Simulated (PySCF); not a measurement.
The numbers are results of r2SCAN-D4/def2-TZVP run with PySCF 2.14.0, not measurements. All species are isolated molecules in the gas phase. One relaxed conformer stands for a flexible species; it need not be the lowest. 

Reference species (SMILES): `[SH][Ge]([SH])([SH])[SH]` (neutral, multiplicity 1).

| Quantity | Result |
|---|---|
| HOMO–LUMO gap | 4.58 eV |

Changed species: `[GeH4]` (4 of 4 SH replaced by H; the reference has 0 of 4 SH replaced by H).

Q: What does the change do to the HOMO–LUMO gap?

A: the HOMO–LUMO gap rises by 4.90 eV, to 9.48 eV.
